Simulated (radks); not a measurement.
Problem. Species: the vanadium ion V+. Configuration: [Ne] 3s1.75 3p6 3d4 4p0.25 (fractional occupations, a model configuration). Calculated with a radial shooting solver on a logarithmic mesh with Libxc functionals: Dirac Kohn-Sham, BP86, spin-unpolarised, spherical densities, finite nucleus; open shells are shared between the two j in proportion to 2j + 1; Fermi nuclear charge, rms radius 3.6002 fm. Some entries of the table are withheld. Estimate them.

orbital,occ.,eigenvalue (eV),<r^2> (bohr^2),<1/r> (bohr^-1)
1s1/2,2,-5371.694,0.005933,22.85
2s1/2,2,-607.3716,0.1122,4.814
2p1/2,2,-512.7224,(1),4.751
2p3/2,4,-505.6099,(2),4.685
3s1/2,1.75,-75.0503,(3),1.481
3p1/2,2,-49.5465,(4),1.352
3p3/2,4,-48.7259,(5),1.337
3d3/2,1.6,(6),2.915,(7)
3d5/2,2.4,(8),2.939,(9)
4s1/2,0,-10.2123,11.20,0.4149
4p1/2,0.0833333,(10),17.75,0.3261
4p3/2,0.166667,(11),17.97,0.3239

Solution. 
(1) 2p1/2 <r^2> (bohr^2): 0.09132
(2) 2p3/2 <r^2> (bohr^2): 0.09305
(3) 3s1/2 <r^2> (bohr^2): 1.049
(4) 3p1/2 <r^2> (bohr^2): 1.226
(5) 3p3/2 <r^2> (bohr^2): 1.248
(6) 3d3/2 eigenvalue (eV): -10.5469
(7) 3d3/2 <1/r> (bohr^-1): 0.9386
(8) 3d5/2 eigenvalue (eV): -10.4847
(9) 3d5/2 <1/r> (bohr^-1): 0.9349
(10) 4p1/2 eigenvalue (eV): -6.4024
(11) 4p3/2 eigenvalue (eV): -6.3536
